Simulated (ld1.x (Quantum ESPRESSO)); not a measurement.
## tin (Sn): one change to a TM potential, before and after

- Element: Sn
- Generator: ld1.x (Quantum ESPRESSO) 7.5
- Type: norm-conserving Troullier–Martins (Kleinman–Bylander form)
- Functional: PW91
- Relativity: scalar-relativistic
- Frozen core: [Kr] 4d10
- Valence charge: 4
- Reference configuration: 5s2 5p1.5 (charge +0.5)
- Partial waves: 5s (bound): rc 1.75 bohr; 5p (bound): rc 1.95 bohr; 5d channel at 0.45 Ry: rc 1.55 bohr
- Local potential: all-electron potential smoothed inside 1.35 bohr (lloc = -1)
- Core correction: Bessel-smoothed model core, default radius (core density twice the valence density)

Change: reference 5s1 5p0.

Cutoffs: the cutoffs (Ry, on a coarse ladder) from which the occupation-weighted sum of valence levels, in a spherical-Bessel basis at the reference potential, stays within 10 and 1 mRy of its value at 400 Ry; they do not see the model core or the augmentation charge, which bear on the density cutoff. Errors are all-electron minus pseudo energies relative to the spin-unpolarised reference configuration.

What does the change do?

The potential gets softer (30 Ry and 50 Ry → 21 Ry and 45 Ry); both files keep a bound ghost (d, p, s); the range in which the s phases agree narrows (upper end 3.0 → 1.5).

| quantity | base | changed |
| --- | --- | --- |
| cutoff, loose | 30 Ry | 21 Ry |
| cutoff, tight | 50 Ry | 45 Ry |
| bound ghosts | s, p, d | s, d, p |
| largest error over its own tests, meV | -313 | -463 |
| s: phases at 2.16 bohr within 0.05 rad from the reference energy up to (Ry; the scan ends near 5) | 3.0 | 1.5 |
| p: phases at 2.16 bohr within 0.05 rad from the reference energy up to (Ry; the scan ends near 5) | to the end of the scan | to the end of the scan |
| d: phases at 2.16 bohr within 0.05 rad from the reference energy up to (Ry; the scan ends near 5) | 1.0 | 0.8 |

 A true bound ghost makes a file unfit for plane-wave use even where its test errors are small: the radial tests pick states by their node count and pass the ghost by.
